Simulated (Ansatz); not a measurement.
Wavefunction ladder for ClF2GeI (`[F][Ge]([F])([Cl])[I]`)

Cartesian coordinates in Å:
```
F -1.470 0.172 -0.954
Ge -0.065 -0.060 -0.005
F 0.228 -1.745 -0.041
Cl -0.524 0.479 1.980
I 1.831 1.155 -0.980
```

Charge 0, multiplicity 1. Correlated methods include outer-core shells of Ge, I, which these sets cover unevenly. Scalar relativity is left out up to krypton. I: def2 effective core potential. All single points use the PBE0-D4/def2-TZVP geometry. Frozen core, restricted reference, the Gaussian-basis code of Ansatz.

```
     basis      HF (Eh)  MP2 corr.
  def2-SVP  -3029.98185   -0.84092
def2-TZVPP  -3030.68083   -1.42108
def2-QZVPP  -3030.74675   -1.92282
```

(1) Estimate the CCSD correlation energy and the (T) correction in each basis where they were run (hartree).

Results:

(1) 
```json
{"basis": "def2-SVP", "CCSD corr.": "-0.85150", "(T)": "-0.01868"}
{"basis": "def2-TZVPP", "CCSD corr.": "-1.39809", "(T)": "-0.04347"}
```
